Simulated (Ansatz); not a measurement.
Consider the ligand exchange at the Si–C bond: `O=CC(O)[SiH3]` + `OBS` → `[SiH3]OBS` + `O=CCO`.

Computed with Ansatz on PBE0-D4/def2-TZVP structures; ΔE is electronic, products minus reactants. CBS: MP2 limit from def2 TZ/QZ plus the TZ coupled-cluster correction, frozen cores. Functionals use def2-TZVPP. HSE06 is defined as in plane-wave codes. Each species was taken in one conformer, which may not be the lowest.

`O=CC(O)[SiH3]`:

Cartesian coordinates in Å:
```
O -0.305 -1.130 2.017
C -0.361 -1.154 0.812
C -0.625 0.074 0.023
O -0.926 1.164 0.847
Si 0.897 0.525 -1.053
H -0.205 -2.090 0.241
H -1.453 -0.147 -0.671
H -0.834 0.831 1.755
H 0.558 1.749 -1.814
H 2.056 0.763 -0.159
H 1.198 -0.586 -1.997
```

`OBS`:

```xyz
6

O     0.884    1.091    0.509
B     0.363    0.042   -0.163
S    -1.303   -0.576    0.196
H     0.312    1.474    1.180
H     1.032   -0.472   -1.007
H    -1.288   -1.559   -0.715
```

`[SiH3]OBS`:

```xyz
9

Si    1.347   -0.299    0.172
O    -0.199   -0.843    0.019
B    -1.465   -0.411   -0.152
S    -1.979    1.315   -0.298
H     2.128   -0.802   -0.981
H     1.397    1.188    0.195
H     1.893   -0.831    1.442
H    -2.352   -1.210   -0.217
H    -0.770    1.892   -0.180
```

`O=CCO`:

Z-matrix (Å, degrees):
```
C
C 1 1.497
O 1 1.387 2 112.2
H 1 1.102 2 107.6 3 -123.1
H 1 1.102 2 107.5 3 123.1
O 2 1.203 1 121.7 3 -0.0
H 2 1.108 1 116.7 3 180.0
H 3 0.969 1 105.9 2 0.1
```

```json
{"level": "PBE-D4", "ΔE (kJ/mol)": "-74.3", "difference from CCSD(T)/CBS": "19.2"}
{"level": "r2SCANh-D4", "ΔE (kJ/mol)": "-88.1", "difference from CCSD(T)/CBS": "5.4"}
{"level": "ωB97X-V", "ΔE (kJ/mol)": "-91.3", "difference from CCSD(T)/CBS": "2.2"}
{"level": "HSE06", "ΔE (kJ/mol)": "-83.2", "difference from CCSD(T)/CBS": "10.3"}
{"level": "BHLYP", "ΔE (kJ/mol)": "-105.5", "difference from CCSD(T)/CBS": "-12.0"}
{"level": "RPA@PBE/def2-TZVPP", "ΔE (kJ/mol)": "-91.6", "difference from CCSD(T)/CBS": "1.9"}
{"level": "CCSD/def2-SVP", "ΔE (kJ/mol)": "-85.7", "difference from CCSD(T)/CBS": "7.8"}
{"level": "MP2/def2-TZVPP", "ΔE (kJ/mol)": "-93.2", "difference from CCSD(T)/CBS": "0.3"}
{"level": "SCS-MP2/def2-TZVPP", "ΔE (kJ/mol)": "-98.7", "difference from CCSD(T)/CBS": "-5.2"}
{"level": "HF/CBS(def2)", "ΔE (kJ/mol)": "-121.9", "difference from CCSD(T)/CBS": "-28.4"}
{"level": "CCSD(T)/CBS", "ΔE (kJ/mol)": "-93.5", "difference from CCSD(T)/CBS": "0"}
```

Largest T1 diagnostic among the species: 0.015.

From PBE to PBE0 (25 % exact exchange), in def2-TZVPP and without D4, ΔE moves by −8.5 kJ/mol. In def2-TZVPP, CCSD(T) changes the Hartree–Fock value by +27.2 kJ/mol (the triples alone add +4.4 kJ/mol) and MP2 by +26.6 kJ/mol.
